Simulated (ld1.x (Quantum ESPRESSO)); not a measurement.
## Cl (Z = 17): one change to a TM potential, before and after

* Element: chlorine
* Generator: ld1.x (Quantum ESPRESSO) 7.5
* Type: norm-conserving Troullier–Martins (Kleinman–Bylander form)
* Functional: Wu–Cohen
* Relativity: non-relativistic
* Frozen core: [Ne]
* Valence charge: 7
* Reference configuration: 3s2 3p3 (charge +2)
* Partial waves: 3s (bound): rc 1.20 bohr; 3p (bound): rc 1.20 bohr; 3d channel at 0.25 Ry: rc 0.90 bohr
* Local potential: all-electron potential smoothed inside 0.75 bohr (lloc = -1)
* Core correction: none

Change: type PAW; waves now 3s (bound): rcut 1.05, rcutus 1.20 bohr; 3s channel at -1.55 Ry: rcut 1.05, rcutus 1.20 bohr; 3p (bound): rcut 1.05, rcutus 1.20 bohr; 3p channel at 1.8 Ry: rcut 1.05, rcutus 1.20 bohr; 3d channel at 0.25 Ry: rcut 0.80, rcutus 0.90 bohr; 3d channel at 2.05 Ry: rcut 0.80, rcutus 0.90 bohr; core correction a·sin(br)/r model core, default radius (ld1.x builds one for every PAW set, though the input has nlcc=.false.); augmentation PSQ, inside the norm-conserving radii.

Cutoffs: the cutoffs (Ry, on a coarse ladder) from which the occupation-weighted sum of valence levels, in a spherical-Bessel basis at the reference potential, stays within 10 and 1 mRy of its value at 400 Ry; they do not see the model core or the augmentation charge, which bear on the density cutoff. Errors are all-electron minus pseudo energies relative to the spin-unpolarised reference configuration.

Q: Predict the effect on cutoff, ghosts and configuration errors.

A: The potential gets softer (60 Ry and 90 Ry → 25 Ry and 55 Ry); both files keep a bound ghost (s); of the 7 tests that both files solve, the error grows in 0 and shrinks in 7 by more than 15 % and 0.3 meV (median size 14.7 → 5.1 meV); the range in which the p phases agree widens (upper end 2.1 → at the end of the scan). Several settings change at once here, so the effects cannot be laid on one of them.

| quantity | base | changed |
| --- | --- | --- |
| cutoff, loose | 60 Ry | 25 Ry |
| cutoff, tight | 90 Ry | 55 Ry |
| loose cutoff by channel (10 mRy a level) | s 55 Ry, p 15 Ry | s 21 Ry, p 15 Ry |
| bound ghosts | s | s |
| error for 3s2 3p5, meV [ΔE -39.31 eV] | +22 | -8.5 |
| error for 3s2 3p4, meV [ΔE -25.44 eV] | +7.8 | -5.1 |
| error for 3s2 3p2, meV [ΔE 38.31 eV] | +14 | +3.2 |
| error for 3s2 3p5.3, meV [ΔE -41.44 eV] | +25 | -8.9 |
| error for 3s2 3p4.5, meV [ΔE -33.73 eV] | +15 | -7.1 |
| error for 3s1 3p5, meV [ΔE -12.96 eV] | +9.8 | -4.3 |
| error for 3s2 3p1, meV [ΔE 90.58 eV] | +72 | -3.3 |
| s: phases at 1.30 bohr within 0.05 rad from the reference energy up to (Ry; the scan ends near 5) | to the end of the scan | to the end of the scan |
| p: phases at 1.30 bohr within 0.05 rad from the reference energy up to (Ry; the scan ends near 5) | 2.1 | to the end of the scan |
| d: phases at 1.30 bohr within 0.05 rad from the reference energy up to (Ry; the scan ends near 5) | to the end of the scan | to the end of the scan |

 A true bound ghost makes a file unfit for plane-wave use even where its test errors are small: the radial tests pick states by their node count and pass the ghost by.
